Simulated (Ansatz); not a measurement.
`CN(C)BN` → `BN` + `C=NC` at 700 K and 1 bar (β-hydride elimination).

Isolated molecules relaxed with PBE0-D4/def2-TZVP in Ansatz; ΔE leaves out vibrations. CBS: MP2 limit from def2 TZ/QZ plus the TZ coupled-cluster correction, frozen cores. This one scheme is used for every species. Each species was taken in one conformer, which may not be the lowest.

```
  species  CCSD(T)/CBS energy (Eh)  H − E (kJ/mol)  S (J/(mol·K))
`CN(C)BN`               -215.79289           407.5          467.2
     `BN`                -81.93499           163.7          282.2
   `C=NC`               -133.77870           225.1          327.9
```

H − E and S are ideal-gas, rigid-rotor, harmonic terms from PBE0-D4/def2-TZVP, for one conformer and one mirror image of each species. 1 Eh = 2625.50 kJ/mol, R = 8.31446 J/(mol·K).

Task: By hand: ΔE, ΔH, ΔS and ΔG.

Result: ΔE = (-81.93499) + (-133.77870) − (-215.79289) = 0.07920 Eh = 207.9 kJ/mol. Δ(H − E) = 163.7 + 225.1 − 407.5 = -18.7, so ΔH = 189.2 kJ/mol. ΔS = 282.2 + 327.9 − 467.2 = 142.9 J/(mol·K). ΔG = 189.2 − 700 × (142.9)/1000 = 89.2 kJ/mol.

Task: By hand: the equilibrium constant, and the temperature at which ΔG would vanish if ΔH and ΔS stayed fixed.

Result: log₁₀ K = −ΔG/(RT ln 10) = -6.7. ΔG = 0 at ΔH/ΔS = 1324 K.

The number of gas molecules changes by +1, which sets the sign of ΔS. A doubt of 5 kJ/mol in ΔE shifts log₁₀ K by 0.4 here. Other conformers and mirror images would add mixing entropy, several J/(mol·K) or more a flexible species. Modes under 60 cm⁻¹, often nearly free rotors, make the harmonic entropy too high. These are equilibria of isolated gas molecules and say nothing of rates. Largest T1 diagnostic: 0.012 (customary marks: 0.02 for closed shells, 0.045 for open ones).
